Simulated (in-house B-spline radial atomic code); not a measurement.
**Ionising Cl¹⁰⁺ with different functionals**

Computed with a B-spline radial code for spherical atoms: four-component Dirac-Coulomb Hamiltonian, Fermi nucleus of rms radius 3.3654 fm, spin-restricted, spherical fractional occupations for the functionals. The ionisation energy is the difference of two self-consistent energies, [He] 2s2 2p3 → [He] 2s2 2p2, without Breit or QED terms; ε is the level of the shell that loses the electron (mean over j). The electron is taken from both j subshells in proportion to 2j + 1, so the result is a j average, not the step between ground levels.

Hybrids are left out here: with spherical fractional occupations of an open shell their exact exchange keeps a self-interaction that integer-occupation calculations don't have.

```tsv
method	rung	ΔSCF (eV)	-ε(2p) (eV)
LDA VWN5	LDA	524.59	493.77
relativistic LDA	LDA	524.46	493.63
LDA PW92	LDA	?	?
LDA exchange-only	LDA	522.05	491.23
PBE	GGA	524.89	494.05
PBEsol	GGA	524.38	493.58
BLYP	GGA	525.21	494.33
RPBE	GGA	?	?
PW91	GGA	525.31	494.45
BP86	GGA	525.14	494.30
AM05	GGA	524.16	493.38
OLYP	GGA	525.40	494.73
```

Task: What does LDA PW92 give?

Result: ΔSCF 524.58 eV, and -ε(2p) = 493.75 eV.

Task: What does RPBE give?

Result: ΔSCF 524.75 eV, and -ε(2p) = 493.94 eV.

Task: How do they compare with the NIST value?

Result: NIST lists 530.0 eV ± 0.4 (semi-empirical, ground level to ground level). Errors run from -7.95 to -4.60 eV. The correlated functionals all miss on the same side by more than they spread, so the cause is common to them (Breit-QED terms, spin polarisation, the choice among j levels, multiplet and fine-structure energies, or a listed next ion that isn't the cheapest removal here) and closeness doesn't rank the functionals.
